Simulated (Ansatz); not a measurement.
Geometry optimisation, Ansatz 0.2.0, RHF/def2-SVP.

Input file:

```yaml
crystal:
  periodic: [false, false, false]
  atoms:
    - { symbol: Zr, position_ang: [0.0, 0.0, 0.0] }
    - { symbol: F, position_ang: [0.0, 0.0, 2.33] }
    - { symbol: F, position_ang: [1.8671, 0.0, -0.6593] }
    - { symbol: F, position_ang: [-0.9326, 1.6157, -0.6593] }
    - { symbol: F, position_ang: [-0.9326, -1.6157, -0.6593] }
    - { symbol: S, position_ang: [-2.7046, 0.0, 0.8987] }
    - { symbol: H, position_ang: [-3.4602, -0.8728, 0.1067] }
    - { symbol: H, position_ang: [-1.3065, 0.0, 2.1468] }
basis:
  gaussian: { orbitals: def2-SVP }
hamiltonian:
  xc: hf
relax:
  f_tol: 0.15
  max_steps: 25
  restrain:
    - { distance: [0, 5], at: 3.75, k: 30.0 }
    - { distance: [7, 1], at: 2.12, k: 30.0 }
    - { distance: [0, 1], at: 1.98, k: 30.0 }
    - { distance: [7, 5], at: 1.4, k: 30.0 }
```

Run as:

```bash
$ ansatz run input.yaml --threads 2 --pin off --max-ram 3072MiB --backend cpu --events-out ev --progress --plain --runs-dir out
```

Question: Where does it end, and by what steps?

Answer: The run converged. The restraints hold the end off the free minimum. After 12 steps the energy has fallen by 4.252 eV (the restraints' own energy left out); H7 moved furthest, 1.02 Å. Joined: S6–H8 (1.87 → 1.37 Å).

```
step  energy less start (eV)  largest force component (eV/Å)  accepted
   0                  0.0000                           2.946       yes
   1                 -0.3947                           5.306       yes
   2                 -1.4671                           6.350       yes
   3                 -2.9706                           4.611       yes
   4                 -3.8531                           2.003       yes
   5                 -4.0586                           1.520       yes
   6                 -4.1475                           1.263       yes
   7                 -4.1862                           1.271       yes
   8                 -4.2327                           1.074       yes
   9                 -4.2458                           0.983       yes
  10                 -4.2497                           0.977       yes
  11                 -4.2458                           0.968        no
  12                 -4.2518                           0.967       yes
```

```xyz
8
Properties=species:S:1:pos:R:3
Zr 0.220 0.080 -0.194
F -0.079 -0.104 1.726
F 2.091 -0.053 -0.453
F -0.290 1.779 -0.868
F -0.559 -1.355 -1.164
S -3.227 0.096 1.267
H -3.453 -1.210 1.071
H -2.172 -0.106 2.118
```

Time of the run: 26 s on 2 threads of Arm Neoverse V1, on a shared host, peak memory 0.25 GiB.
